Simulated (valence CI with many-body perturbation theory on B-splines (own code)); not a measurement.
**Hyperfine factors and g values of Ge9+**

Calculated by configuration interaction combined with many-body perturbation theory (CI+MBPT): five valence electrons over a frozen Dirac-Fock core [Ar], a basis of 7 s, 7 p, 8 d, 6 f, 4 g, 1 h functions for each j, with the one-electron correlation potential Σ1, the two-electron term Σ2, the three-electron term Σ3, Breit, model QED; selected CI, second order for the rest, scaled by the run's own slope (own B-spline code, finite nucleus).

No measured levels were compared; by estimate terms of the open shell hold to 2 to 4 % of their energy, and close levels can change places. Only levels of the ground parity were solved; by the run's estimate the other parity begins above the list, which can be wrong where configurations are misplaced.

A/g_I is the dipole constant over the nuclear g factor μ/I (μ in nuclear magnetons, uniformly magnetised nucleus), B/Q the quadrupole constant per barn. Both hold the static response of the core; the bare values leave it out. Large factors of s and p1/2 electrons are usually good to 5 to 10 %; those of open d and f shells near neutrality can be off by tens of per cent, and small factors of p3/2, d and f electrons come from cancelling terms and can be off by a factor of two or in sign, in half-filled shells by more. B is blank for J = 1/2, where it vanishes, and for nearly pure S terms. Energies count from the lowest level.

Names give the largest LS component (configuration and term), which can be under half, so a name can repeat, a term be missing and a line seem to break the LS rules; names also repeat where a configuration has a term twice. Letters in brackets count levels of one name in rising energy.

| Level | E (eV) | g | A/g_I (MHz) | A/g_I bare | B/Q (MHz/b) | B/Q bare |
| --- | --- | --- | --- | --- | --- | --- |
| 3d⁵ ⁶S_5/2 | 0.000 | 1.998 | -474 | -11.5 |  |  |
| 3d⁵ ⁴G_5/2 | 7.188 | 0.581 | 2180 | 2020 | 170 | 180 |
| 3d⁵ ⁴G_11/2 | 7.194 | 1.271 | 1380 | 1530 | -49.0 | -45.5 |
| 3d⁵ ⁴G_7/2 | 7.225 | 0.986 | 1540 | 1570 | 239 | 252 |
| 3d⁵ ⁴G_9/2 | 7.231 | 1.171 | 1360 | 1460 | 193 | 205 |
| 3d⁵ ⁴P_5/2 | 7.898 | 1.532 | 432 | 690 | 1450 | 1500 |
| 3d⁵ ⁴P_3/2 | 8.008 | 1.615 | 865 | 1170 | 869 | 903 |
| 3d⁵ ⁴P_1/2 | 8.137 | 2.415 | -1840 | -1200 |  |  |
| 3d⁵ ⁴D_7/2 | 8.744 | 1.422 | 764 | 976 | 472 | 480 |
| 3d⁵ ⁴D_1/2 | 8.906 | 0.249 | 4060 | 3770 |  |  |
| 3d⁵ ⁴D_5/2 | 8.988 | 1.414 | 942 | 1150 | -965 | -1000 |
| 3d⁵ ⁴D_3/2 | 8.990 | 1.305 | 1410 | 1580 | -610 | -633 |
| 3d⁵ ²I_11/2 | 10.393 | 0.930 | 1840 | 1840 | 119 | 126 |
| 3d⁵ ²I_13/2 | 10.470 | 1.076 | 1710 | 1780 | -12.7 | -10.6 |
| 3d⁵ ²D_5/2 [a] | 11.040 | 1.077 | 1370 | 1430 | 496 | 517 |
| 3d⁵ ²D_3/2 [a] | 11.348 | 0.728 | 2710 | 2630 | 24.2 | 27.4 |
| 3d⁵ ²F_7/2 [a] | 11.683 | 1.147 | 1750 | 1850 | -880 | -910 |
| 3d⁵ ⁴F_9/2 | 11.875 | 1.288 | 1180 | 1330 | -109 | -115 |
| 3d⁵ ⁴F_5/2 | 12.003 | 1.006 | 1790 | 1830 | -642 | -664 |
| 3d⁵ ⁴F_7/2 | 12.088 | 1.214 | 1120 | 1240 | -614 | -635 |
| 3d⁵ ⁴F_3/2 | 12.232 | 0.480 | 2890 | 2690 | -207 | -213 |
| 3d⁵ ²H_9/2 | 12.564 | 1.002 | 1740 | 1770 | 762 | 786 |
| 3d⁵ ²F_5/2 [a] | 12.569 | 1.009 | 1440 | 1470 | -220 | -223 |
| 3d⁵ ²H_11/2 | 12.911 | 1.084 | 1660 | 1720 | -107 | -113 |
| 3d⁵ ²G_7/2 [a] | 12.993 | 0.906 | 2230 | 2220 | -347 | -368 |
| 3d⁵ ²G_9/2 [a] | 13.311 | 1.061 | 1590 | 1640 | -561 | -587 |
| 3d⁵ ²F_5/2 [b] | 13.842 | 0.869 | 1680 | 1650 | 27.7 | 36.9 |
| 3d⁵ ²F_7/2 [b] | 13.931 | 1.144 | 1660 | 1760 | 660 | 694 |
| 3d⁵ ²S_1/2 | 15.152 | 1.998 | -472 | -13.6 |  |  |
| 3d⁵ ²D_3/2 [b] | 16.913 | 0.800 | 2160 | 2100 | -278 | -291 |
| 3d⁵ ²D_5/2 [b] | 16.991 | 1.193 | 1390 | 1500 | -200 | -211 |
| 3d⁵ ²G_9/2 [b] | 18.804 | 1.110 | 1530 | 1610 | -285 | -291 |
| 3d⁵ ²G_7/2 [b] | 18.844 | 0.889 | 2110 | 2090 | 441 | 461 |
| 3d⁵ ²P_3/2 | 22.716 | 1.320 | 1300 | 1470 | -752 | -784 |
| 3d⁵ ²P_1/2 | 22.782 | 0.671 | 330 | 190 |  |  |
| 3d⁵ ²D_5/2 [c] | 24.749 | 1.199 | 1170 | 1280 | -133 | -139 |
| 3d⁵ ²D_3/2 [c] | 24.799 | 0.811 | 2890 | 2850 | 952 | 987 |

(1) Take the isotope of mass number 73, with I = 9/2, μ = -0.87824 μN and Q = -0.196 b. What is the hyperfine structure of 3d⁵ ⁴G_9/2?

Answers

(1) From the table A = -265 MHz, B = -37.9 MHz. Shifts from the centre of gravity in MHz: F = 0: 6540, F = 1: 6280, F = 2: 5750, F = 3: 4960, F = 4: 3910, F = 5: 2590, F = 6: 1000, F = 7: -853, F = 8: -2980, F = 9: -5380.
